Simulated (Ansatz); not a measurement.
Program: Ansatz. Geometries: PBE0-D4/def2-TZVP. ΔE: electronic, gas phase. CCSD(T)/CBS adds triple-zeta CCSD(T) − MP2 to the extrapolated MP2 energy (def2 sets, frozen cores). DFT in def2-TZVPP. B3LYP here is the variant with VWN-RPA as its local correlation; programs differ in this. For Ge, Se outer-core shells are correlated without core-valence functions, which leaves a few kJ/mol of doubt a bond. Scalar relativity is left out up to krypton. One conformer a species, not always the lowest.

`[GeH3][NH]C1=C[SiH2]1` + `CC=[Se]` → `C[C]([GeH3])=[Se]` + `NC1=C[SiH2]1`  (formal exchange of groups at a Ge–N bond)

```
         level  ΔE (kJ/mol)
       PBE0-D4         19.0
         B3LYP         24.5
         BHLYP         28.4
CCSD/CBS(def2)         23.5
```

Problem. What does CCSD(T)/CBS give? (An estimate is asked.)

Solution. The calculation gave: +21.8 kJ/mol. The listed levels differ from it by -2.8, 2.7, 6.6, 1.7 kJ/mol.

Largest T1 diagnostic among the species: 0.016.

Leaving LDA and LC-ωPBE aside and taking each functional with its dispersion term where it has one, the values, not all of them listed here, spread over 10.3 kJ/mol, from PBE-D4 to BHLYP-D4. LDA lies −3.6 kJ/mol from PBE without D4. In def2-TZVPP, CCSD(T) changes the Hartree–Fock value by −11.6 kJ/mol (the triples alone add −1.6 kJ/mol) and MP2 by −14.1 kJ/mol.
